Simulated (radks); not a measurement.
Coulomb parameter of the 3d shell of the copper ion Cu+ in the model configuration [Ar] 3d8.5 4p1.5, as a second difference U = [E(n + 1) + E(n - 1) - 2 E(n)] / (1)^2 with all orbitals relaxed. "Bare": the charge of the atom changes with n. "Screened": the 4p shell takes up the change at fixed total charge, which measures U(3d,3d) + U(4p,4p) - 2 U(3d,4p). Method: scalar-relativistic Kohn-Sham, LDA (Slater exchange, Perdew-Wang correlation), spin-unpolarised, spherical densities, finite nucleus; Fermi nuclear charge, rms radius 3.8823 fm; computed with a radial shooting solver on a logarithmic mesh with Libxc functionals.

case            configuration  E - E(n) (eV)
start        [Ar] 3d8.5 4p1.5          0.000
bare +1      [Ar] 3d9.5 4p1.5        -17.126
bare -1      [Ar] 3d7.5 4p1.5         33.417
screened +1  [Ar] 3d9.5 4p0.5        -12.117
screened -1  [Ar] 3d7.5 4p2.5         18.065

U(bare) = 16.291 eV, U(screened by 4p) = 5.948 eV, against the Slater integral F0(3d,3d) = 28.165 eV with frozen orbitals.
